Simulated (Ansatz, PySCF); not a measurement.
Gas-phase reaction (SMILES): CCCCB(C)C [butyl(dimethyl)borane] + 6 [H][H] (H2) → B (BH3) + 6 C (CH4); energy of full hydrogenation.

Each molecule is optimised on its own at B3LYP-D3(BJ)/def2-TZVP (Ansatz, an electronic-structure program), one conformer each, not searched for the lowest. Valence correlation only, unless marked. Spin-orbit coupling is left out. No relativistic terms. CBS marks a two-point X^-3 extrapolation of the correlation energy; Hartree-Fock from the larger set. The bracket is a focal-point correction in the basis named. Thermal terms are rigid-rotor harmonic-oscillator values from B3LYP-D3(BJ) frequencies (Ansatz or PySCF) at 298.15 K and 1 atm. 1 Eh = 627.5095 kcal/mol.

```tsv
species	E, RI-MP2/CBS(cc-pVTZ,cc-pVQZ)+[CCSD(T)-MP2]/cc-pVTZ (Ansatz) (Eh)	E, PBE0-D4/def2-TZVPD (Ansatz + dftd4) (Eh)	H - E (Eh)
CCCCB(C)C	-262.16750	-262.30777	0.21042
[H][H] (H2)	-1.17529	-1.16831	0.01336
B (BH3)	-26.55181	-26.56634	0.03008
C (CH4)	-40.46125	-40.47492	0.04840
```

### Question
Work out ΔE and ΔH at 298.15 K at the first level, then ΔH at the second.

### Answer

1. ΔE = [(-26.55181) + 6×(-40.46125)] - [(-262.16750) + 6×(-1.17529)] = -0.10007 Eh = -62.8 kcal/mol at RI-MP2/CBS(cc-pVTZ,cc-pVQZ)+[CCSD(T)-MP2]/cc-pVTZ.
2. The terms H - E add up to 0.02990 Eh, so ΔH = (-0.10007 + (0.02990))×627.5095 = -44.0 kcal/mol.
3. At PBE0-D4/def2-TZVPD the same steps give ΔE = -61.6 and ΔH = -42.9 kcal/mol, a shift of +1.1 from the first level.
4. These values are not checked against measurement here, since the tables used lack a sound gas-phase enthalpy of formation for at least one species.
